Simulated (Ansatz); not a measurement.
A series at Nb: from `[F][Nb]([F])([F])=[S]`, ligands are replaced one by one, each step taking up HCl and setting free H–F; n counts the steps. Ansatz, PBE0-D4/def2-TZVP geometries.

| n | molecule | HOMO energy, ωB97M-V/def2-TZVPP (eV) |
| --- | --- | --- |
| 0 | `[F][Nb]([F])([F])=[S]` | -10.65 |
| 1 | `[F][Nb]([F])(=[S])[Cl]` | -10.58 |
| 2 | `[F][Nb](=[S])([Cl])[Cl]` | ? |
| 3 | `[S]=[Nb]([Cl])([Cl])[Cl]` | -10.55 |

Question: By hand: fit a straight line y = ȳ + b (n − n̄) to the 3 given rows and predict n = 2.

Answer: n̄ = 1.333, ȳ = -10.593; Σ(n − n̄)(y − ȳ) = 0.143, Σ(n − n̄)² = 4.667, so b = 0.031 eV a step. Prediction: -10.593 + (0.031) × (0.667) = -10.57 eV.

Question: By hand: compare with the computed value, -10.54 eV, and give the steps along the whole series.

Answer: The line misses by 0.03 eV (computed minus predicted). Steps: 0.07, 0.04, -0.01 eV.

The steps change sign along the series, so a line is a poor guide. The highest orbital can change its character along such a series. The miss is 27.3 % of the series' range.
